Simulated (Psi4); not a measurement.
ethylene carbonate (C₃H₄O₃), singlet, geometry from GFN2-xTB; MP4/STO-3G run with Psi4 1.11.

Here is a job for Psi4.
```
memory 2 GB

molecule mol {
0 1
  O     2.023648   -0.101964   -0.022196
  C     0.841292   -0.042389   -0.009227
  O     0.025280   -1.109066    0.060159
  C    -1.329230   -0.704059    0.056644
  C    -1.252658    0.834151   -0.028325
  O     0.135297    1.100975   -0.061921
  H    -1.804684   -1.055102    0.976343
  H    -1.829133   -1.152343   -0.806069
  H    -1.710429    1.232215   -0.937789
  H    -1.685980    1.329456    0.844623
}

set basis sto-3g
set reference rhf

energy('mp4')
print_variables()
```

Q: What does Psi4 print? Leave out banner, timings and long lists.

A: 
```
   => Loading Basis Set <=

    Name: STO-3G
    Role: ORBITAL
    Keyword: BASIS

         ---------------------------------------------------------
                                   SCF
               by Justin Turney, Rob Parrish, Andy Simmonett
                          and Daniel G. A. Smith
                              RHF Reference
         ---------------------------------------------------------

  ==> Geometry <==

    Molecular point group: c1
    Full point group: C1

    Geometry (in Angstrom), charge = 0, multiplicity = 1:

       Center              X                  Y                   Z               Mass
    ------------   -----------------  -----------------  -----------------  -----------------
         O            1.944524895571    -0.097977380258    -0.021328081057    15.994914619570
         C            0.762168895571    -0.038402380258    -0.008359081057    12.000000000000
         O           -0.053843104429    -1.105079380258     0.061026918943    15.994914619570
         C           -1.408353104429    -0.700072380258     0.057511918943    12.000000000000
         C           -1.331781104429     0.838137619742    -0.027457081057    12.000000000000
         O            0.056173895571     1.104961619742    -0.061053081057    15.994914619570
         H           -1.883807104429    -1.051115380258     0.977210918943     1.007825032230
         H           -1.908256104429    -1.148356380258    -0.805201081057     1.007825032230
         H           -1.789552104429     1.236201619742    -0.936921081057     1.007825032230
         H           -1.765103104429     1.333442619742     0.845490918943     1.007825032230

  Running in c1 symmetry.

  Rotational constants: A =      0.26960  B =      0.13003  C =      0.09075 [cm^-1]
  Rotational constants: A =   8082.55429  B =   3898.11793  C =   2720.74694 [MHz]
  Nuclear repulsion =  247.481596511015141

  Charge       = 0
  Multiplicity = 1
  Electrons    = 46
  Nalpha       = 23
  Nbeta        = 23

  ==> Algorithm <==

  SCF Algorithm Type is PK.
  DIIS enabled.
  MOM disabled.
  Fractional occupation disabled.
  Guess Type is SAD.
  Energy threshold   = 1.00e-08
  Density threshold  = 1.00e-08
  Integral threshold = 1.00e-12

  ==> Primary Basis <==

  Basis Set: STO-3G
    Blend: STO-3G
    Number of shells: 22
    Number of basis functions: 34
    Number of Cartesian functions: 34
    Spherical Harmonics?: true
    Max angular momentum: 1

  ==> Integral Setup <==

  Using in-core PK algorithm.
   Calculation information:
      Number of atoms:                  10
      Number of AO shells:              22
      Number of primitives:             66
      Number of atomic orbitals:        34
      Number of basis functions:        34

      Integral cutoff                 1.00e-12
      Number of threads:                 1

  Performing in-core PK
  Using 354620 doubles for integral storage.
  We computed 29770 shell quartets total.
  Whereas there are 32131 unique shell quartets.

  ==> DiskJK: Disk-Based J/K Matrices <==

    J tasked:                  Yes
    K tasked:                  Yes
    wK tasked:                  No
    Schwarz Cutoff:          1E-12

  Minimum eigenvalue in the overlap matrix is 2.1873794945E-01.
  Reciprocal condition number of the overlap matrix is 9.0370803567E-02.
    Using symmetric orthogonalization.

  ==> Pre-Iterations <==

  SCF Guess: Superposition of Atomic Densities via on-the-fly atomic UHF (no occupation information).

   -------------------------
    Irrep   Nso     Nmo
   -------------------------
     A         34      34
   -------------------------
    Total      34      34
   -------------------------

  ==> Iterations <==

                        Total Energy        Delta E     RMS |[F,P]|

   @RHF iter SAD:  -332.60591600311318   -3.32606e+02   0.00000e+00
   @RHF iter   1:  -335.85864909689184   -3.25273e+00   1.73311e-02 ADIIS/DIIS
[...]

[...]
    Final Occupation by Irrep:
              A
    DOCC [    23 ]
    NA   [    23 ]
    NB   [    23 ]

  @RHF Final Energy:  -336.08868081110666

   => Energetics <=

    Nuclear Repulsion Energy =            247.4815965110151410
    One-Electron Energy =                -953.5228114078715862
    Two-Electron Energy =                 369.9525340857497895
    Total Energy =                       -336.0886808111066557

Computation Completed

Properties will be evaluated at   0.000000,   0.000000,   0.000000 [a0]

Properties computed using the SCF density matrix

 Multipole Moments:

 ------------------------------------------------------------------------------------
     Multipole            Electronic (a.u.)      Nuclear  (a.u.)        Total (a.u.)
 ------------------------------------------------------------------------------------

 L = 1.  Multiply by 2.5417464519 to convert [e a0] to [Debye]
 Dipole X            :          5.2876209           -6.8779697           -1.5903488
 Dipole Y            :         -0.2664205            0.3465541            0.0801336
 Dipole Z            :         -0.0579939            0.0754384            0.0174445
 Magnitude           :                                                    1.5924619

 ------------------------------------------------------------------------------------

 MINTS: Wrapper to libmints.
   by Justin Turney

   Calculation information:
      Number of threads:                 1
      Number of atoms:                  10
      Number of AO shells:              22
      Number of SO shells:              22
      Number of primitives:             66
      Number of atomic orbitals:        34
      Number of basis functions:        34

      Number of irreps:                  1
      Integral cutoff                 1.00e-12
      Number of functions per irrep: [  34 ]

 OEINTS: Overlap, kinetic, potential, dipole, and quadrupole integrals
         stored in file 35.

      Computed 170781 non-zero two-electron integrals.
        Stored in file 33.

        ==> Transform all two-electron integrals <==

	Presorting SO-basis two-electron integrals.
	Sorting File: SO Ints (nn|nn) nbuckets = 1
	Constructing frozen core operators
	Starting first half-transformation.
	Sorting half-transformed integrals.
	First half integral transformation complete.
	Starting second half-transformation.
	Two-electron integral transformation complete.

Traceback (most recent call last):
  File "psi4", line 375, in <module>
  File "<string>", line 31, in <module>
  File "site-packages/psi4/driver/driver.py", line 533, in energy
  File "site-packages/psi4/driver/procrouting/proc.py", line 1143, in select_mp4
  File "site-packages/psi4/driver/procrouting/proc.py", line 5712, in run_fnocc

RuntimeError:
Fatal Error: ndocc must be less than nvirt
The most recent 5 function calls were:

psi::PsiException::PsiException(std::__cxx11::basic_string<char, std::char_traits<char>, std::allocator<char> >, char const*, int)

Printing out the relevant lines from the Psithon --> Python processed input file:
      H    -1.685980    1.329456    0.844623
    ""","mol")
    core.IO.set_default_namespace("mol")
    core.set_global_option("BASIS", "sto-3g")
    core.set_global_option("REFERENCE", "rhf")
--> energy('mp4')
    print_variables()

!----------------------------------------------------------------------------------!
!                                                                                  !
! Fatal Error: ndocc must be less than nvirt                                       !
! The most recent 5 function calls were:                                           !
! psi::PsiException::PsiException(std::__cxx11::basic_string<char,                 !
!     std::char_traits<char>, std::allocator<char> >, char const*, int)            !
!                                                                                  !
!----------------------------------------------------------------------------------!
```

The program stopped with an error.
